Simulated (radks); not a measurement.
The numbers below are computed, except where a source is named.
Valence configurations of Ir (all share [Xe]). Level of theory: scalar-relativistic Kohn-Sham, PBE, spin-polarised, spherical densities, finite nucleus; open shells are filled with parallel spins first (spin-orbit coupling, left out, can overturn this in heavy ions); Fermi nuclear charge, rms radius 5.4032 fm (a radial shooting solver on a logarithmic mesh with Libxc functionals). Energies are relative to 4f14 5d7 6s2; eigenvalues in eV for spin up.

| valence | E (eV) | moment (Bohr magnetons) | e(4f) | e(5d) | e(6p) | e(6s) |
|---|---|---|---|---|---|---|
| 4f14 5d7 6s2 | 0.000 | 3 | -62.224 | -7.946 | - | -6.737 |
| 4f14 5d9 | 1.429 | 1 | -57.316 | -4.194 | - | - |
| 4f14 5d7 6s1.5 6p0.5 | 2.105 | 4 | -63.107 | -8.867 | -2.014 | -7.588 |
| 4f14 5d6.5 6s2 6p0.5 | 2.558 | 4 | -64.586 | -9.917 | -2.120 | -7.937 |
| 4f14 5d7 6s1 6p1 | 4.001 | 5 | -63.850 | -9.649 | -2.508 | -8.299 |
| 4f14 5d6 6s2 6p1 | 5.501 | 5 | -66.921 | -11.815 | -2.767 | -9.025 |
| 4f14 5d7 6p2 | 9.914 | 5 | -65.471 | -11.092 | -3.247 | - |
| 4f14 5d5 6s2 6p2 | 12.509 | 7 | -71.624 | -15.531 | -3.934 | -11.009 |
| 4f13.5 5d7.5 6s2 | 29.009 | 3 | -67.726 | -8.373 | - | -6.691 |
| 4f13 5d8 6s2 | 60.189 | 3 | -73.327 | -8.797 | - | -6.641 |

NIST lists [Xe] 4f14 5d7 6s2 as the ground configuration; this level of theory agrees among the configurations tried. The energies are those of spherical high-spin densities, not of single terms.
